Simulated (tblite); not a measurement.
Isomers of C5H11NSi. Calculated harmonic vibrations of the isolated species, GFN2-xTB (tblite), most abundant isotopes, no scaling. This tight-binding method is rough: wavenumbers can miss measured ones by several per cent, in bad cases by 10 to 20. Modes of hydrogen on silicon can be 10 to 20 % off. One conformer each.

Electronic energies: GFN2-xTB at the same geometries; isomer energies are rough at this level and their order can be wrong.

| SMILES | electronic energy, lowest = 0 (kJ/mol) |
| --- | --- |
| C/N=C/C1C[SiH2]C1 | 36.0 |
| C=N[SiH2]CC(=C)C | 25.8 |
| CC#CCN(C)[SiH3] | 0.0 |
| [H]/N=C/[SiH2]C1CCC1 | 96.1 |

Problem. How do GFN2-xTB zero-point energies change the relative energies?

Solution. 
```json
{"SMILES": "CC#CCN(C)[SiH3]", "ZPE (kJ/mol)": "370.6", "of it from modes above 1550 cm⁻¹": "196.1", "electronic (kJ/mol)": "0.0", "with ZPE, lowest = 0 (kJ/mol)": "0.0", "lowest mode (cm⁻¹)": "4", "rings": "0"}
{"SMILES": "C=N[SiH2]CC(=C)C", "ZPE (kJ/mol)": "373.9", "of it from modes above 1550 cm⁻¹": "209.5", "electronic (kJ/mol)": "25.8", "with ZPE, lowest = 0 (kJ/mol)": "29.2", "lowest mode (cm⁻¹)": "22", "rings": "0"}
{"SMILES": "C/N=C/C1C[SiH2]C1", "ZPE (kJ/mol)": "380.5", "of it from modes above 1550 cm⁻¹": "196.7", "electronic (kJ/mol)": "36.0", "with ZPE, lowest = 0 (kJ/mol)": "46.0", "lowest mode (cm⁻¹)": "37", "rings": "1"}
{"SMILES": "[H]/N=C/[SiH2]C1CCC1", "ZPE (kJ/mol)": "383.1", "of it from modes above 1550 cm⁻¹": "198.1", "electronic (kJ/mol)": "96.1", "with ZPE, lowest = 0 (kJ/mol)": "108.6", "lowest mode (cm⁻¹)": "25", "rings": "1"}
```

The zero-point energies span 12.5 kJ/mol, from `CC#CCN(C)[SiH3]` to `[H]/N=C/[SiH2]C1CCC1`. The order is unchanged.
